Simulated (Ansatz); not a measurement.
`[NH2][AlH][O]C[SiH3]` at its PBE0-D4/def2-TZVP geometry, where that method's forces vanish. Charge 0, multiplicity 1.

```tsv
atom	x (Å)	y (Å)	z (Å)
N1	0.819	-0.107	-2.366
Al2	0.113	-1.362	-1.346
O3	0.046	-1.159	0.333
C4	0.446	-0.155	1.230
Si5	-0.989	1.030	1.567
H6	1.169	0.784	-2.054
H7	0.903	-0.180	-3.367
H8	-0.460	-2.693	-1.954
H9	1.312	0.414	0.859
H10	0.770	-0.618	2.170
H11	-2.135	0.297	2.165
H12	-0.568	2.122	2.489
H13	-1.428	1.628	0.275
```

**Question.** For each bond, give half the difference of the two atoms' forces along it (eV/Å; positive pushes the atoms apart) under PBE-D4, r2SCAN-D4, B3LYP-D4, ωB97M-V in def2-TZVPP. (An estimate is asked.)

**Answer.** The calculation gave: 
```
   bond  length (Å)  PBE-D4  r2SCAN-D4  B3LYP-D4  ωB97M-V
 N1–Al2       1.765   -0.05      -0.02      0.06     0.06
  N1–H6       1.007    0.21       0.03      0.00    -0.02
  N1–H7       1.007    0.21       0.03      0.01    -0.01
 Al2–O3       1.692    0.15      -0.06     -0.04     0.00
 Al2–H8       1.571   -0.08      -0.06     -0.16    -0.20
  O3–C4       1.404    0.21       0.31      0.33     0.32
 C4–Si5       1.891   -0.01      -0.03      0.06    -0.01
  C4–H9       1.100    0.08      -0.04     -0.10    -0.11
 C4–H10       1.097    0.09      -0.05     -0.13    -0.13
Si5–H11       1.486    0.07      -0.03     -0.08    -0.11
Si5–H12       1.490    0.06      -0.03     -0.07    -0.10
Si5–H13       1.489    0.07      -0.02     -0.08    -0.09
```

B3LYP here is the variant with VWN-RPA as its local correlation; programs differ in this.

Program: Ansatz 0.2.0.
